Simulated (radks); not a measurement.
Values are calculated unless marked as measured or tabulated.
Task: Tb+, 64 electrons, occupied as [Xe] 4f9 6s1. Code: a radial shooting solver on a logarithmic mesh with Libxc functionals. Model: Dirac Kohn-Sham, LDA (Slater exchange, Perdew-Wang correlation), spin-unpolarised, spherical densities, finite nucleus; open shells fill j = l - 1/2 first; Fermi nuclear charge, rms radius 5.06 fm. Some entries of the table are withheld. Estimate them.

orbital  occ.  eigenvalue (eV)  <r> (bohr)  r(max) (bohr)
1s1/2       2        -51753.33     0.02152        0.01365
2s1/2       2        -8581.123     0.09102        0.07773
2p1/2       2        -8158.961     0.07592        0.05860
2p3/2       4        -7413.261     0.08287        0.06453
3s1/2       2        -1907.357      0.2392         0.2202
3p1/2       2              (1)      0.2288         0.2074
3p3/2       4              (2)      0.2420         0.2199
3d3/2       4        -1250.475      0.2142         0.1742
3d5/2       6        -1216.869      0.2183         0.1778
4s1/2       2        -382.1848      0.5418         0.5052
4p1/2       2        -310.0188      0.5529         0.5088
4p3/2       4        -275.5949      0.5835         0.5357
4d3/2       4              (3)      0.6181         0.5420
4d5/2       6              (4)      0.6290         0.5508
5s1/2       2         -53.9800       1.327          1.182
5p1/2       2         -34.5210       1.499            (5)
5p3/2       4         -30.0890       1.605            (6)
4f5/2       6          -9.9654         (7)         0.5523
4f7/2       3          -9.1801         (8)         0.5577
6s1/2       1          -8.9970       3.718          3.257

Result: 
(1) 3p1/2 eigenvalue (eV): -1723.168
(2) 3p3/2 eigenvalue (eV): -1569.298
(3) 4d3/2 eigenvalue (eV): -156.4720
(4) 4d5/2 eigenvalue (eV): -150.2569
(5) 5p1/2 r(max) (bohr): 1.292
(6) 5p3/2 r(max) (bohr): 1.375
(7) 4f5/2 <r> (bohr): 0.8943
(8) 4f7/2 <r> (bohr): 0.9144
